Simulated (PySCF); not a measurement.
# Löwdin shares of the frontier orbitals

Compound: diboron tetrafluoride, B₂F₄.
Z-matrix (Å and degrees, PBE0-D3(BJ)/def2-TZVP geometry), rows numbered from 1:
```
F 
B   1  1.3174
F   2  1.3177  1  116.95
B   2  1.7196  1  121.55  3  -179.93
F   4  1.3175  2  121.63  1   -88.65
F   4  1.3173  2  121.38  1    91.40
```

Computed with TDDFT CAM-B3LYP/aug-cc-pVTZ, vertical, gas phase, core orbitals frozen in the response in PySCF. Isolated species at its PBE0-D3(BJ)/def2-TZVP geometry, gas phase.

Kohn–Sham orbitals with the atoms that hold most of them (Löwdin shares over 4%, at most four atoms; ? is withheld):

| orbital | ε (eV) | atoms |
| --- | --- | --- |
| HOMO-3 | -14.54 | F3 23%, F1 23%, F5 22%, F6 22% |
| HOMO-2 | -14.17 | F5 31%, F6 31%, F3 13%, F1 13% |
| HOMO-1 | -14.16 | F3 31%, F1 31%, F6 13%, F5 13% |
| HOMO | -11.60 | ? |
| LUMO | ? | B4 36%, B2 36%, F6 7%, F5 7% |
| LUMO+1 | 0.11 | B2 36%, B4 36%, F1 7%, F3 7% |
| LUMO+2 | 0.47 | B4 44%, B2 44% |

(1) Which atoms hold the HOMO, and with what shares?

(2) What is the LUMO energy, and the HOMO–LUMO gap?

Answers

(1) B2 (bonded to B and 2 F) 25%; B4 (bonded to B and 2 F) 25%; F6 (bonded to B) 13%; F3 (bonded to B) 12%. By element: boron 50%, fluorine 25% or more.

(2) ε(LUMO) = 0.05 eV; the gap is 11.65 eV (0.4280 hartree).

Problem. How does S1 compare with the orbital gap of 11.65 eV?

Solution. S1 is at 7.60 eV (f = 0.044), 4.05 eV below the gap, made of HOMO→LUMO (88%), HOMO→LUMO+4 (10%). Without the coupling terms of the response equations the lowest excitation would equal the gap.

Problem. One configuration dominates each of S1 and S2. Which, and how do the shares of the two leading atoms of either orbital change from the occupied to the empty one?

Solution. 
- S1 (7.60 eV, f 0.044), HOMO→LUMO (88%): B2 25% → 36%, B4 25% → 36%
- S2 (7.67 eV, f 0.044), HOMO→LUMO+1 (86%): B2 25% → 36%, B4 25% → 36%

Orbitals of the list HOMO-3 to LUMO+2 that lie within 0.01 eV of each other are written together with a slash and their weights summed (≥ marks a lower bound); for degenerate orbitals outside that list single weights are arbitrary.
